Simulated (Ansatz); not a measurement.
Base molecule (SMILES): [CH3][Al]([CH3])[Cl]. Structures are relaxed separately at B3LYP-D3(BJ)/def2-TZVP in Ansatz (a program for electronic structure). Cores are frozen in the correlated levels unless marked. UHF or UKS for open shells. Spin-orbit coupling is left out. No relativistic terms. CBS(X,Y): correlation extrapolated as X^-3; Hartree-Fock from the larger set. The bracket is a focal-point correction in the basis named. Vertical energies are electronic, to the SCF solution reached for that spin.

Levels, all with Ansatz: PBE/def2-TZVPD, and a column headed coupled cluster (CCSD(T) or an MP2 limit with a CCSD(T) correction), which has limits of its own: vertical ionisation energy to the doublet at RI-MP2/CBS(aug-cc-pV(T+d)Z,aug-cc-pV(Q+d)Z)+[CCSD(T)-MP2]/aug-cc-pV(T+d)Z.

```
property of the base                            coupled cluster   PBE
----------------------------------------------  ---------------  ----
vertical ionisation energy to the doublet (eV)            10.38  9.51
```

One change at a time; values at coupled cluster, with the shift from the base at coupled cluster and at PBE:
- Cl replaced by F, giving [CH3][Al]([CH3])[F]: vertical ionisation energy to the doublet 10.48 eV (+0.10; PBE +0.26).
- Al replaced by B, giving CB(C)Cl [chloro(dimethyl)borane]: vertical ionisation energy to the doublet 11.00 eV (+0.62; PBE +0.67).
